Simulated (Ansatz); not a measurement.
A nudged elastic band was laid between two geometries of ClGeH₄O (7 atoms, charge 0, multiplicity 2).

Level of theory: Ansatz 0.2.0, UKS r2SCANh-D4/def2-SVP.

| Quantity | Value |
| --- | --- |
| movable images | 7 |
| climbing image | yes |
| spring | 5.0 eV/Å² |
| optimiser | quadratic models (default) |
| start path | through a guess of the saddle point |
| force threshold | 0.05 eV/Å |
| iteration limit | 60 |
| end points | relaxed |

Initial state:

```xyz
7
Properties=species:S:1:pos:R:3
Ge -0.010 -0.033 0.398
H 0.906 0.149 1.726
Cl 1.650 -0.028 -1.057
H -0.830 1.196 0.049
H -0.646 -1.403 0.187
O -0.566 0.094 2.444
H -0.385 -0.777 2.838
```

Final state:

```xyz
7
Properties=species:S:1:pos:R:3
Ge 0.347 -0.133 0.030
H 0.024 0.630 2.980
Cl 1.394 -0.229 -1.905
H -0.406 1.210 0.005
H -0.620 -1.332 0.015
O -0.452 -0.067 2.513
H -0.168 -0.880 2.947
```

**Question.** Which bonds break or form, and what moves?

**Answer.** Bonds broken: Ge1–H2, Ge1–O6. Bonds formed: H2–O6. ClGeH4O becomes ClGeH2 + H2O.

**Question.** What energy profile does the band end with?

**Answer.** The run converged. The highest image is number 1 of 0 to 8, 0.001 eV above the first end and 1.381 eV above the last; the last end lies 1.380 eV below the first. The top lies less than 8 meV above the higher end, about what the thresholds resolve: that end is a shoulder or a very shallow well. A vibrational analysis at the climbing image gives one clearly imaginary mode, 366i cm⁻¹: a first-order saddle point.

```json
{"image": "0", "path coordinate (Å)": "0.00", "energy (eV)": "0.000", "Ge1–H2 (Å)": "1.62", "Ge1–O6 (Å)": "2.12", "H2–O6 (Å)": "1.64"}
{"image": "1", "path coordinate (Å)": "0.07", "energy (eV)": "0.001", "Ge1–H2 (Å)": "1.63", "Ge1–O6 (Å)": "2.16", "H2–O6 (Å)": "1.58"}
{"image": "2", "path coordinate (Å)": "0.42", "energy (eV)": "-0.377", "Ge1–H2 (Å)": "1.79", "Ge1–O6 (Å)": "2.23", "H2–O6 (Å)": "1.16"}
{"image": "3", "path coordinate (Å)": "0.77", "energy (eV)": "-1.004", "Ge1–H2 (Å)": "2.09", "Ge1–O6 (Å)": "2.44", "H2–O6 (Å)": "0.99"}
{"image": "4", "path coordinate (Å)": "1.13", "energy (eV)": "-1.219", "Ge1–H2 (Å)": "2.39", "Ge1–O6 (Å)": "2.57", "H2–O6 (Å)": "0.97"}
{"image": "5", "path coordinate (Å)": "1.48", "energy (eV)": "-1.318", "Ge1–H2 (Å)": "2.68", "Ge1–O6 (Å)": "2.61", "H2–O6 (Å)": "0.97"}
{"image": "6", "path coordinate (Å)": "1.84", "energy (eV)": "-1.363", "Ge1–H2 (Å)": "2.91", "Ge1–O6 (Å)": "2.62", "H2–O6 (Å)": "0.96"}
{"image": "7", "path coordinate (Å)": "2.19", "energy (eV)": "-1.377", "Ge1–H2 (Å)": "3.03", "Ge1–O6 (Å)": "2.61", "H2–O6 (Å)": "0.96"}
{"image": "8", "path coordinate (Å)": "2.54", "energy (eV)": "-1.380", "Ge1–H2 (Å)": "3.06", "Ge1–O6 (Å)": "2.61", "H2–O6 (Å)": "0.96"}
```

**Question.** What is the geometry of the highest image?

**Answer.** 
```xyz
7
Properties=species:S:1:pos:R:3
Ge -0.001 -0.033 0.381
H 0.855 0.157 1.752
Cl 1.665 -0.023 -1.063
H -0.828 1.195 0.038
H -0.641 -1.402 0.172
O -0.550 0.092 2.462
H -0.381 -0.787 2.843
```

The run took 6.8 min on 4 threads of Arm Neoverse V1, on a shared host, peak memory 0.3 GiB.
